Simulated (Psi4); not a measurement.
CH$_{2}$F, doublet, geometry from GFN2-xTB; CISD/6-31G* (Psi4).

Psi4 was given this input:
```
memory 2 GB

molecule {
0 2
  C     0.00052334    0.46021569    0.46078947
  F    -0.00116407   -0.45465534   -0.50735425
  H    -0.95081668    0.65452567    0.91257266
  H     0.95815328    0.67607827    0.88887881
}

set basis 6-31g*
set reference uhf

energy('cisd')
print_variables()
```

The log (banner, timings and long lists left out):

```
Traceback (most recent call last):
  File "psi4", line 375, in <module>
  File "<string>", line 25, in <module>
  File "site-packages/psi4/driver/driver.py", line 461, in energy
  File "site-packages/psi4/driver/task_planner.py", line 255, in task_planner
  File "site-packages/psi4/driver/driver_util.py", line 222, in negotiate_derivative_type
  File "site-packages/psi4/driver/driver_util.py", line 355, in highest_analytic_derivative_available

psi4.driver.p4util.exceptions.MissingMethodError: Method=cisd is not available for any derivative level under conditions CI_TYPE=CONV, REFERENCE=UHF, FREEZE_CORE=FALSE, QC_MODULE=(auto). See https://psicode.org/psi4manual/master/introduction.html#ss-cisd. Or did you mean? ccd ccsd cisdt cisdtq qcisd lccsd ci2 ci3 ci4 ci5 ci6 ci7 ci8 ci9 ci10 ci11 ci12 ci13 ci14 ci15 ci16 ci17 ci18 ci19 ci20 ci21 ci22 ci23 ci24 ci25 ci26 ci27 ci28 ci29 ci30 ci31 ci32 ci33 ci34 ci35 ci36 ci37 ci38 ci39 ci40 ci41 ci42 ci43 ci44 ci45 ci46 ci47 ci48 ci49 ci50 ci51 ci52 ci53 ci54 ci55 ci56 ci57 ci58 ci59 ci60 ci61 ci62 ci63 ci64 ci65 ci66 ci67 ci68 ci69 ci70 ci71 ci72 ci73 ci74 ci75 ci76 ci77 ci78 ci79 ci80 ci81 ci82 ci83 ci84 ci85 ci86 ci87 ci88 ci89 ci90 ci91 ci92 ci93 ci94 ci95 ci96 ci97 ci98

Printing out the relevant lines from the Psithon --> Python processed input file:
      H     0.95815328    0.67607827    0.88887881
    """)
    core.IO.set_default_namespace("")
    core.set_global_option("BASIS", "6-31g*")
    core.set_global_option("REFERENCE", "uhf")
--> energy('cisd')
    print_variables()

!----------------------------------------------------------------------------------!
!                                                                                  !
!  Method=cisd is not available for any derivative level under conditions          !
!     CI_TYPE=CONV, REFERENCE=UHF, FREEZE_CORE=FALSE, QC_MODULE=(auto). See        !
!     https://psicode.org/psi4manual/master/introduction.html#ss-cisd. Or did you  !
!     mean? ccd ccsd cisdt cisdtq qcisd lccsd ci2 ci3 ci4 ci5 ci6 ci7 ci8 ci9 ci10 !
!     ci11 ci12 ci13 ci14 ci15 ci16 ci17 ci18 ci19 ci20 ci21 ci22 ci23 ci24 ci25   !
!     ci26 ci27 ci28 ci29 ci30 ci31 ci32 ci33 ci34 ci35 ci36 ci37 ci38 ci39 ci40   !
!     ci41 ci42 ci43 ci44 ci45 ci46 ci47 ci48 ci49 ci50 ci51 ci52 ci53 ci54 ci55   !
!     ci56 ci57 ci58 ci59 ci60 ci61 ci62 ci63 ci64 ci65 ci66 ci67 ci68 ci69 ci70   !
!     ci71 ci72 ci73 ci74 ci75 ci76 ci77 ci78 ci79 ci80 ci81 ci82 ci83 ci84 ci85   !
!     ci86 ci87 ci88 ci89 ci90 ci91 ci92 ci93 ci94 ci95 ci96 ci97 ci98             !
!                                                                                  !
!----------------------------------------------------------------------------------!
```

The input was rejected before any calculation.
